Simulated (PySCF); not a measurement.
C₃H₇O₃, charge +1, singlet, geometry from GFN2-xTB; MP2/6-31G* (PySCF).

The PySCF input:
```python
from pyscf import gto, scf, mp

mol = gto.M(
    atom='''
C     2.43694489    0.24599991   -0.30426020
O     1.06787947   -0.08317539   -0.64892013
C     0.16072946    0.05039659    0.22502077
O     0.02269955    0.43192784    1.31309479
O    -1.12461938   -0.52962628   -0.47798922
C    -2.39987934   -0.12212054    0.07904401
H     2.48704734    0.74439182    0.66264644
H     3.00498991   -0.68377977   -0.28605786
H     2.81161543    0.89415888   -1.09506298
H    -1.09425565   -0.43677101   -1.45286690
H    -2.29199082   -0.10407468    1.16376236
H    -2.69757343    0.86286503   -0.27868014
H    -3.13428009   -0.87545531   -0.20205209
''',
    basis='6-31g*',
    charge=1,
    verbose=4,
)

mf = scf.RHF(mol)
mf.kernel()

pt = mp.MP2(mf, frozen=6)
pt.kernel()
print('E(MP2) = %.10f' % pt.e_tot)
```

Output, abridged:

```
PySCF version 2.14.0

[INPUT] verbose = 4
[INPUT] num. atoms = 13
[INPUT] num. electrons = 48
[INPUT] charge = 1
[INPUT] spin (= nelec alpha-beta = 2S) = 0
[INPUT] symmetry False subgroup None
[INPUT] Mole.unit = angstrom
[INPUT] Symbol           X                Y                Z      unit          X                Y                Z       unit  Magmom
[INPUT]  1 C      2.436944890000   0.245999910000  -0.304260200000 AA    4.605158422758   0.464872456568  -0.574968448605 Bohr   0.0
[INPUT]  2 O      1.067879470000  -0.083175390000  -0.648920130000 AA    2.017999732346  -0.157178707404  -1.226281322417 Bohr   0.0
[INPUT]  3 C      0.160729460000   0.050396590000   0.225020770000 AA    0.303734659549   0.095235752712   0.425227627639 Bohr   0.0
[INPUT]  4 O      0.022699550000   0.431927840000   1.313094790000 AA    0.042895932651   0.816225323175   2.481389528693 Bohr   0.0
[INPUT]  5 O     -1.124619380000  -0.529626280000  -0.477989220000 AA   -2.125222622578  -1.000848617572  -0.903268716294 Bohr   0.0
[INPUT]  6 C     -2.399879340000  -0.122120540000   0.079044010000 AA   -4.535114684602  -0.230774374784   0.149371530687 Bohr   0.0
[INPUT]  7 H      2.487047340000   0.744391820000   0.662646440000 AA    4.699838331428   1.406696669167   1.252220289018 Bohr   0.0
[INPUT]  8 H      3.004989910000  -0.683779770000  -0.286057860000 AA    5.678607936981  -1.292156494818  -0.540571011179 Bohr   0.0
[INPUT]  9 H      2.811615430000   0.894158880000  -1.095062980000 AA    5.313183130301   1.689715395048  -2.069369121350 Bohr   0.0
[INPUT] 10 H     -1.094255650000  -0.436771010000  -1.452866900000 AA   -2.067843488758  -0.825377588050  -2.745520536446 Bohr   0.0
[INPUT] 11 H     -2.291990820000  -0.104074680000   1.163762360000 AA   -4.331234929817  -0.196672641702   2.199192134477 Bohr   0.0
[INPUT] 12 H     -2.697573430000   0.862865030000  -0.278680140000 AA   -5.097674983604   1.630578589165  -0.526629140955 Bohr   0.0
[INPUT] 13 H     -3.134280090000  -0.875455310000  -0.202052090000 AA   -5.922930967777  -1.654370770196  -0.381823112996 Bohr   0.0

nuclear repulsion = 258.373462634689
number of shells = 50
number of NR pGTOs = 190
number of NR cGTOs = 98
basis = 6-31g*
ecp = {}

******** <class 'pyscf.scf.hf.RHF'> ********
method = RHF
initial guess = minao
damping factor = 0
level_shift factor = 0
DIIS = <class 'pyscf.scf.diis.CDIIS'>
diis_start_cycle = 1
diis_space = 8
diis_damp = 0
SCF conv_tol = 1e-09
SCF conv_tol_grad = None
SCF max_cycles = 50
direct_scf = True
direct_scf_tol = 1e-13
Set gradient conv threshold to 3.16228e-05
Initial guess from minao.
init E= -343.424851700557
  HOMO = -0.37477782653428  LUMO = 0.0882270185360778  gap/eV = 12.59900
cycle= 1 E= -341.770336125735  delta_E= 1.65  |g|= 0.923  |ddm|= 3.17
  HOMO = -0.688501075701543  LUMO = -0.107664583741365  gap/eV = 15.80537
cycle= 2 E= -341.900785036604  delta_E= -0.13  |g|= 0.633  |ddm|= 1.09
  HOMO = -0.697271860535229  LUMO = -0.032977258237664  gap/eV = 18.07638
cycle= 3 E= -341.973046615495  delta_E= -0.0723  |g|= 0.104  |ddm|= 0.421
  HOMO = -0.684696142174923  LUMO = -0.021480863206409  gap/eV = 18.04701
cycle= 4 E= -341.975507195834  delta_E= -0.00246  |g|= 0.0331  |ddm|= 0.0923
  HOMO = -0.68441040692639  LUMO = -0.0191410724159975  gap/eV = 18.10290
cycle= 5 E= -341.975826280866  delta_E= -0.000319  |g|= 0.00955  |ddm|= 0.0341
  HOMO = -0.685687239275135  LUMO = -0.0200325191305812  gap/eV = 18.11339
cycle= 6 E= -341.975867983121  delta_E= -4.17e-05  |g|= 0.0045  |ddm|= 0.0116
  HOMO = -0.684845294990504  LUMO = -0.0199497121991055  gap/eV = 18.09273
cycle= 7 E= -341.975883827993  delta_E= -1.58e-05  |g|= 0.0015  |ddm|= 0.00952
  HOMO = -0.684788083191673  LUMO = -0.0198389115106123  gap/eV = 18.09419
cycle= 8 E= -341.975885730322  delta_E= -1.9e-06  |g|= 0.000518  |ddm|= 0.00357
  HOMO = -0.684744828287546  LUMO = -0.0198744197620324  gap/eV = 18.09205
cycle= 9 E= -341.975885887691  delta_E= -1.57e-07  |g|= 0.000173  |ddm|= 0.00105
  HOMO = -0.684746283916795  LUMO = -0.0198771837800238  gap/eV = 18.09201
cycle= 10 E= -341.975885900734  delta_E= -1.3e-08  |g|= 4.75e-05  |ddm|= 0.000259
  HOMO = -0.684744751914223  LUMO = -0.0198784897326321  gap/eV = 18.09193
cycle= 11 E= -341.975885901927  delta_E= -1.19e-09  |g|= 1.34e-05  |ddm|= 8.47e-05
  HOMO = -0.684747073449944  LUMO = -0.0198796314126439  gap/eV = 18.09196
cycle= 12 E= -341.975885902019  delta_E= -9.22e-11  |g|= 3.4e-06  |ddm|= 2.41e-05
  HOMO = -0.684746889571436  LUMO = -0.0198798705950307  gap/eV = 18.09195
Extra cycle  E= -341.975885902025  delta_E= -5.91e-12  |g|= 1.61e-06  |ddm|= 4.67e-06
converged SCF energy = -341.975885902025

******** <class 'pyscf.mp.mp2.RMP2'> ********
nocc = 18, nmo = 92
frozen orbitals 6
E(RMP2) = -342.877550219186  E_corr = -0.901664317160562
E(SCS-RMP2) = -342.853065670013  E_corr = -0.877179767987752
E_corr(same-spin) = -0.236327783774911
E_corr(oppo-spin) = -0.665336533385651
E(MP2) = -342.8775502192
```
